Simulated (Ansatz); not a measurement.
**ClH6NSi2Sn: where a starting geometry ends**

The starting geometry of this gas-phase singlet was optimised with GFN2-xTB; its bonds are those of `[SiH3][SiH2][NH][Sn][Cl]`.

```xyz
11

Cl   -0.9046   -0.3237    4.5395
N     1.1787   -0.1205    1.8431
Si   -1.7562   -1.6824    1.1823
Si    0.4745   -1.3149    0.7716
Sn    1.0231    0.7643    3.7265
H    -2.0451   -2.4737    2.3780
H    -2.5656   -0.4604    1.2593
H    -2.3132   -2.4548    0.0619
H     0.7275   -0.7898   -0.5859
H     1.3110   -2.5270    0.8686
H     2.0226    0.2316    1.3995
```

Predict what it relaxes into with PBE0-D4/def2-SVP.

It keeps its bonds, and is `[SiH3][SiH2][NH][Sn][Cl]`.

The energy falls by 0.25 eV over 21 steps:

```json
{"step": "1", "E − E(last) (eV)": "0.254"}
{"step": "3", "E − E(last) (eV)": "0.067"}
{"step": "5", "E − E(last) (eV)": "0.056"}
{"step": "8", "E − E(last) (eV)": "0.042"}
{"step": "10", "E − E(last) (eV)": "0.026"}
{"step": "12", "E − E(last) (eV)": "0.013"}
{"step": "14", "E − E(last) (eV)": "0.002"}
{"step": "17", "E − E(last) (eV)": "0.000"}
{"step": "19", "E − E(last) (eV)": "0.000"}
{"step": "21", "E − E(last) (eV)": "0.000"}
```

Final geometry (Å):

```xyz
11

Cl   -0.3571   -1.0524    4.2446
N     1.1248    0.1303    1.6832
Si   -1.8095   -1.5893    1.1576
Si    0.5358   -1.3970    1.0272
Sn    0.8877    0.9029    3.5539
H    -2.2421   -2.6875    2.0723
H    -2.3992   -0.2924    1.6174
H    -2.3695   -1.8780   -0.2038
H     0.9510   -1.4096   -0.4144
H     1.1795   -2.5771    1.6846
H     1.6514    0.6988    1.0218
```

No frequencies were run, so the end isn't proven a minimum. Atoms past krypton carry core potentials, without spin–orbit terms. Run with Ansatz 0.2.0, 88 s on 2 threads of Oxide Virtual Turin-like Processor (Zen 5) (shared host).
